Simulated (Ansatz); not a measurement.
Input file for Ansatz (an electronic-structure program): U-B3LYP/def2-TZVPP on CoO2 (SMILES [O]=[Co]=[O]), 2S+1 = 4, a spin state set in the input, which need not be the lowest.

Ansatz 0.2 input:
```yaml
crystal:
  periodic: [false, false, false]
  atoms:
    - {symbol: Co, position_ang: [0.01917685, 0.02038215, -0.04806583]}
    - {symbol: O, position_ang: [1.27406577, 0.21386146, -1.07609499]}
    - {symbol: O, position_ang: [-1.32641134, -0.18687201, 1.05384119]}
basis:
  gaussian:
    orbitals: def2-TZVPP
hamiltonian:
  xc: {name: B3LYP}
magnetization: {spin_polarized: true, initial_magnetization: 3}
```

Output:

```
WARN ansatz: RAYON_NUM_THREADS=1 ignored (pool sized by the plan → 1); use --threads N
Functional definition: B3LYP
integrals: 0.04 GiB planned
858 factors; their error is unknown
mean field: 0.57 GiB planned
mean field evaluation 1: about -41702.6466 eV, gradient 7.5e1 eV
mean field evaluation 2: about -41434.1600 eV, gradient 3.0e2 eV
mean field evaluation 4: about -41649.2646 eV, gradient 1.3e2 eV
mean field evaluation 8: about -41719.8369 eV, gradient 4.0e0 eV
mean field evaluation 16: about -41721.0016 eV, gradient 6.4e-3 eV
mean field evaluation 32: about -41446.1657 eV, gradient 1.2e2 eV
mean field evaluation 64: about -41717.1272 eV, gradient 1.9e1 eV
mean field evaluation 96: about -41721.2856 eV, gradient 4.7e-4 eV
mean field evaluation 128: about -41721.0004 eV, gradient 6.8e-3 eV
mean field evaluation 160: about -41721.0751 eV, gradient 3.2e0 eV
mean field evaluation 192: about -41721.2855 eV, gradient 2.3e-2 eV
mean field evaluation 224: about -41704.7002 eV, gradient 7.2e1 eV
mean field evaluation 256: about -41718.4214 eV, gradient 2.0e1 eV
mean field evaluation 288: about -41719.9935 eV, gradient 4.0e0 eV
mean field evaluation 320: about -41721.1662 eV, gradient 5.2e-1 eV
mean field evaluation 352: about -41721.0016 eV, gradient 2.0e-2 eV
mean field evaluation 384: about -41721.2857 eV, gradient 6.8e-3 eV
mean field evaluation 416: about -41721.0016 eV, gradient 9.0e-4 eV
mean field evaluation 448: about -41719.5634 eV, gradient 1.2e1 eV
mean field evaluation 480: about -41721.2859 eV, gradient 1.0e-2 eV
mean field -41721.28565744 eV, -1533.2289682079 hartree, gradient 1.8e-6 eV, S^2 4.549043; 22 other end points of the search recorded, 0 dependent functions left out
reference -41721.28584851 eV, -1533.2289752296 hartree; 23, 20 occupied and 103, 106 virtual orbitals, 858 factors
Total energy: -41721.28584851 eV, -1533.2289752296 hartree
```

The calculation finished and met its thresholds. Its determinant has ⟨S²⟩ = 4.55, a mixture of spin states.

Cost: about 4 core-minutes (a rough figure).
